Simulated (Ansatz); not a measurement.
Cost and result for the atomization energy of C2H9BSi2 (`BC1C[SiH2][SiH2]1`) (14 atoms, 14 bonds).

Z-matrix (Å, degrees):
```
C
C 1 1.593
B 1 1.976 2 49.7
Si 1 1.913 2 99.8 3 -118.2
H 1 1.088 2 112.5 3 113.6
H 1 1.125 2 111.8 3 -3.3
Si 2 1.889 1 102.4 3 116.3
H 2 1.087 1 112.2 3 -114.2
H 3 1.197 1 110.0 2 113.2
H 3 1.201 1 106.8 2 -115.4
H 4 1.488 1 114.6 2 125.4
H 4 1.489 1 110.7 2 -111.5
H 7 1.487 2 115.5 1 -118.9
H 7 1.490 2 114.8 1 113.8
```

Charge 0, multiplicity 1. All single points use the PBE0-D4/def2-TZVP geometry. Program: Ansatz. All runs use 4 threads of an Arm Neoverse V2 on a shared host. Times are those of one run each, without the atoms' runs, and a repeat can differ threefold. Electronic energies, without spin–orbit coupling; frozen cores. CCSD(T)/CBS adds CCSD(T) − MP2 in def2-TZVPP to the MP2 limit, and its time is that of the two runs behind it. T1 = 0.012. B3LYP takes the VWN-RPA correlation (the form of Gaussian; ORCA's B3LYP/G).

CCSD(T)/CBS is a level of theory with its own doubt, some kJ/mol a heavy atom from the limit and from the frozen cores, so smaller differences don't rank the functionals.

```tsv
level	functions	wall time	atomization (kcal/mol)	difference from CCSD(T)/CBS	per bond
PBE-D4/def2-TZVPP (with forces)	303	3.7 s	1174.5	12.9	0.9
PBE0-D4/def2-TZVPP	303	4.3 s	1168.0	6.4	0.5
r2SCAN-D4/def2-TZVPP (with forces)	303	7.5 s	1169.1	7.5	0.5
B3LYP-D4/def2-TZVPP (with forces)	303	8 s	1162.7	1.1	0.1
B2PLYP/def2-TZVPP	303	9 s	1148.2	-13.4	-1.0
ωB97X-V/def2-TZVPP	303	12 s	1171.0	9.4	0.7
ωB97M-V/def2-TZVPP (with forces)	303	17 s	1168.0	6.4	0.5
MP2/def2-QZVPP	581	34 s	1158.3	-3.3	-0.2
CCSD(T)/def2-TZVPP	303	13 min	1134.9	-26.7	-1.9
CCSD(T)/CBS(def2)	–	13 min	1161.6	0.0	0.0
```

From PBE to PBE0 (25 % exact exchange), in def2-TZVPP and without D4, the atomization energy moves by −5.2 kcal/mol: exact exchange takes away binding that semilocal exchange gives to molecules. In def2-TZVPP, CCSD(T) changes the Hartree–Fock value by +251.9 kcal/mol (the triples alone add +14.1 kcal/mol) and MP2 by +259.4 kcal/mol; breaking electron pairs costs correlation energy, which Hartree–Fock lacks. The D4 term adds +13.9 kcal/mol with B3LYP and +7.3 kcal/mol with PBE0; it sums over pairs of atoms, weighted by their polarisabilities, and B3LYP, whose exchange is more repulsive, gets the larger term.
